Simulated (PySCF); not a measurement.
Peak assignment

Structure with atom numbers: `[CH3:1][CH2:2][N:3]1[BH:4][CH:5]=[CH:6][CH:7]=[CH:8]1` (H(Xn): hydrogen on atom n).

No solvent, non-relativistic, averaged over atoms made equivalent by symmetry, fast rotation or ring inversion, one conformer. σ from GIAO-PBE/pcSseg-1; J: B3LYP/pcJ-1 (spin–dipole term only in couplings to heteroatoms); PBE0-D3(BJ)/def2-SVP geometry; PySCF 2.14.0 with density-fitted response routines.

Scale: TMS for ¹³C (σref 180.03), ¹H (σref 31.20) (reference shieldings calculated alike).

Question: Assign these signals to the numbered atoms. ¹³C{¹H} NMR (computed): δ 144.7, 138.9, 137.8, 117.2, 58.4, 22.3.

Answer: 
144.7 → C6, alkene CH: as expected for a trigonal carbon in a double bond
138.9 → C8, alkene carbon bearing nitrogen: an sp2 carbon further deshielded by the attached heteroatom
137.8 → C5, alkene CH: the olefinic region
117.2 → C7, β carbon of an enol-ether or enamine type C=C
58.4 → C2, sp3 CH2 bonded to N: the inductive effect lowers its shielding
22.3 → C1, methyl carbon: saturated and bonded to C and H only

C8 and C5 lie closer than the usual error of such a calculation, so a measured spectrum could show them in the other order.

Question: Assign these signals to the numbered atoms. ¹H NMR (600 MHz, computed): δ 7.58 (ddd, J = 11.9, 7.5, 1.0 Hz, 1H), 7.24 (dd, J = 11.9, 1.2 Hz, 1H), 7.09 (dd, J = 7.6, 1.0 Hz, 1H), 6.51 (td, J = 7.5, 1.2 Hz, 1H), 5.44 (br, 1H), 3.78 (q, J = 8.1 Hz, 2H), 1.32 (t, J = 8.1 Hz, 3H).

Answer: 
7.58 → H(C6), hydrogen on an alkene CH: olefinic region
7.24 → H(C5), hydrogen on an alkene CH
7.09 → H(C8), hydrogen on an alkene carbon bearing nitrogen: olefinic region
6.51 → H(C7), hydrogen on a β carbon of an enol-ether or enamine type C=C: attached to an sp2 carbon and in the plane of the double bond
5.44 → H(B4), hydrogen on a boron bonded to C, N, in a 6-membered ring
3.78 → H(C2), hydrogen on an sp3 CH2 bonded to N: its carbon carries N, an electronegative neighbour
1.32 → H(C1), hydrogen on a methyl carbon

Hydrogens on boron are broadened and split by ¹¹B (spin 3/2, 80 %) and 10B (spin 3). A carbon bonded to boron is broadened by the quadrupolar boron nucleus and is often missing from a measured spectrum. Multiplet labels drop couplings under 1 Hz and merge nearly equal ones. Unscaled 3J(H,H) at this level run about 10 % above measured values. Shifts are as computed. Against solution values, carbons near 30 ppm lie about +2 ppm off and those near 130 ppm about +2 ppm. Of 1211 compounds with measured shifts, 218 miss one by over three times the rms of a fit or turn the order of signals round; such compounds aren't used in these exercises.
